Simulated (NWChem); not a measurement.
Species: C3H5ClSi; SMILES C(Cl)([SiH3])=C=C

All runs: NWChem. Coordinates come from a PBE-D3(BJ)/def2-SVP optimisation. B3LYP is NWChem's, with the RPA form of VWN correlation. Ions are spin-unrestricted doublets at the neutral geometry; other ion states weren't tried.

| level | vertical ionisation energy, ΔSCF (eV) | −ε(HOMO) (eV) | ΔSCF minus −ε(HOMO) (eV) |
|---|---|---|---|
| B3LYP/def2-SVP | 9.33 | 7.09 | 2.24 |
| BHandHLYP/def2-SVP | 9.40 | 8.41 | 0.99 |
| Hartree-Fock/def2-SVP | ? | ? | ? |
| CAM-B3LYP/def2-SVP | 9.46 | 8.62 | 0.84 |

Problem. Complete the blanks.

Solution. 
- Hartree-Fock/def2-SVP, vertical ionisation energy, ΔSCF (eV): 8.69
- Hartree-Fock/def2-SVP, −ε(HOMO) (eV): 10.06
- Hartree-Fock/def2-SVP, ΔSCF minus −ε(HOMO) (eV): -1.37
